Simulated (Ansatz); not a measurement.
Total energies of `[OH][Au-][n+]1ccccc1`.

```xyz
14

O     2.180    1.573    3.583
Au    1.224    0.859    2.048
N     0.250    0.205    0.399
C    -0.302   -1.015    0.360
C    -0.967   -1.491   -0.752
C    -1.072   -0.685   -1.873
C    -0.502    0.577   -1.833
C     0.148    0.985   -0.685
H     2.169    0.912    4.280
H    -0.197   -1.612    1.256
H    -1.395   -2.485   -0.730
H    -1.587   -1.032   -2.760
H    -0.555    1.248   -2.680
H     0.607    1.962   -0.612
```

Charge 0, multiplicity 1. Correlated methods include outer-core shells of Au, which these sets cover unevenly. Au takes the def2 core potential. All single points use the PBE0-D4/def2-TZVP geometry. It is one conformer, not always the lowest. Basis def2-TZVPP, the Gaussian-basis code of Ansatz.

```csv
functional,energy without D4 (Eh),D4 term (kJ/mol)
LDA (SPW92),-457.07100,–
PBE,-459.66033,-40.5
revPBE,-459.99961,-126.3
BLYP,-459.88723,-89.4
r2SCAN,-459.89073,-10.2
B97M-V,-459.97137,–
r2SCAN0,-459.77871,-12.0
```

Task: Give the same for PBE0, B3LYP, r2SCANh, HSE06 (plane-wave form). (Estimate.)

Result: The calculation gave: 
```
             functional  energy without D4 (Eh)  D4 term (kJ/mol)
                   PBE0              -459.62230             -34.3
                  B3LYP              -460.05917             -65.3
                r2SCANh              -459.84488             -10.9
HSE06 (plane-wave form)              -459.60512             -32.0
```

B3LYP takes the VWN-RPA correlation (the form of Gaussian; ORCA's B3LYP/G). HSE06 is the plane-wave form, built on full-range PBE exchange.
